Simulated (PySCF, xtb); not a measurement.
fluoro(silylmethyl)silane (CH7FSi2), SMILES F[SiH2]C[SiH3].

GFN2-xTB (xtb) at its own geometry gives an orbital gap of 5.71 eV and a dipole moment of 1.86 D.

Geometry optimised at PBE-D3(BJ)/def2-SVP. The values are those of a single conformer.

What does B3LYP/def2-TZVP in PySCF give? (Estimate from the structure and the level; the computed values follow.)

gap 8.54 eV (levels -8.67 and -0.13 eV), dipole 2.02 D.
